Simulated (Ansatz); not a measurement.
Species: CF3, SMILES `[C](F)(F)F` (charge 0, multiplicity 2), formula CF$_{3}$.

Task: How many basis functions does frozen-core CCSD(T)/cc-pVTZ // B3LYP-D3(BJ)/def2-TZVP run with Ansatz (a program for electronic structure) use, how many core orbitals are frozen, and how many electrons are correlated?

Result: 120 basis functions and 4 frozen orbitals, which leaves 25 correlated electrons. Core time is of the order of minutes.
